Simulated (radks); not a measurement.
Question: All-electron atom: the ruthenium ion Ru+ in [Kr] 4d6 5s1 (not the ground configuration). All-electron calculation, scalar-relativistic Kohn-Sham, PBE, spin-polarised, spherical densities, point nucleus; open shells are filled with parallel spins first (spin-orbit coupling, left out, can overturn this in heavy ions). Program: a radial shooting solver on a logarithmic mesh with Libxc functionals. Some entries of the table are withheld. Estimate them.

orbital,occ.,eigenvalue (hartree),<r^2> (bohr^2)
1s up,1,-806.5930,0.001510
1s down,1,-806.5924,0.001510
2s up,1,-116.3299,0.02501
2s down,1,-116.3088,0.02501
2p up,3,-104.2250,0.01969
2p down,3,-104.2090,0.01969
3s up,1,-20.82285,0.1856
3s down,1,-20.81152,0.1856
3p up,3,-16.84654,0.1889
3p down,3,-16.83369,0.1888
3d up,5,-10.45201,0.1768
3d down,5,-10.43230,0.1766
4s up,1,-3.25198,1.174
4s down,1,-3.15137,1.163
4p up,3,-2.14935,1.447
4p down,3,-2.04118,1.434
4d up,5,-0.60735,2.928
4d down,1,-0.49265,3.050
5s up,1,(1),9.412
5s down,0,(2),10.24

Answer: 
(1) 5s up eigenvalue (hartree): -0.45983
(2) 5s down eigenvalue (hartree): -0.38021
